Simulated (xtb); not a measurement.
xtb input:

```bash
xtb mol.xyz --gfn 1 --opt tight --chrg 0 --uhf 0
```
mol.xyz:
```
3

Sn     0.00000000     0.00000000     0.00000000
O     -0.00000000    -0.00000000    -1.81395677
O      0.00000000     0.00000000     1.81395677
```

What final total energy does it print?

-11.75362 Eh (GFN1-xTB).
